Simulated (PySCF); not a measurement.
H₃Sn, SMILES [SnH3-], charge -1. Geometry: B3LYP-D3(BJ)/def2-TZVPD. The def2 effective core potentials stand for the cores of Sn; spin–orbit coupling is left out.

Method: B3LYP-D3(BJ)/def2-TZVPD run with PySCF.

Harmonic wavenumbers (cm⁻¹): 730, 739, 739, 1530, 1530, 1533. Rotational constants (GHz): 79.21, 79.21, 73.36; symmetry number 3.

**Question.** Work out the zero-point energy and the ideal-gas rigid-rotor harmonic-oscillator thermochemistry at 298.15 K and 1 atm.

**Answer.** ZPE = ½ Σ hcν = ½ × 6802 cm⁻¹ = 40.69 kJ/mol. H − E(el) = 51.41 kJ/mol. Entropy in J/(mol K): translation 168.63, rotation 62.82, vibration 3.47, total 234.92. G − E(el) = -18.63 kJ/mol. Cp = 43.66 J/(mol K).
